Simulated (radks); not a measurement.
Values are calculated unless marked as measured or tabulated.
Problem. These are the eigenvalues of the occupied orbitals of an atom or ion with whole-number occupations (hartree). Level of theory: non-relativistic Kohn-Sham, PBE, spin-polarised, spherical densities, point nucleus (a radial shooting solver on a logarithmic mesh with Libxc functionals).

| orbital | eigenvalue |
|---|---|
| 1s | -18.78091 |

Which element is it, and in what charge state? The configuration may be excited. Open shells, if any, are filled with parallel spins first.

Solution. Z = 7, nitrogen, charge +5: N5+ in [He]. The 1s level, -18.781 hartree, gives Z - s = 6.1 by -(Z - s)^2/2, which with screening narrows Z to a few neighbours, and with so few levels the electron count can be read from the list.
